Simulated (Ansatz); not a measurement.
ScO2, SMILES [O]=[Sc]=[O] (connectivity only; charge and spin as stated), neutral, multiplicity 2.

Geometry: PBE-D3(BJ)/def2-TZVP.

Two levels are set side by side: PBE/def2-TZVPD (Ansatz, a first-principles code) and CAM-B3LYP/def2-TZVPD (Ansatz). Energy differences of separate SCF runs at the same geometry; the states with an electron removed or added have multiplicity 3 and 1. Differences are taken from unrounded values.

| quantity | CAM-B3LYP |
|---|---|
| vertical ionisation energy (eV) | 9.58 |
| vertical electron affinity (eV) | 2.40 |

What does PBE give, and how far is it from CAM-B3LYP? (An estimate is asked for; the answer gives what the named calculation found.)


```
quantity                          PBE  PBE minus CAM-B3LYP
-------------------------------  ----  -------------------
vertical ionisation energy (eV)  9.91                 0.33
vertical electron affinity (eV)  2.00                -0.40
```
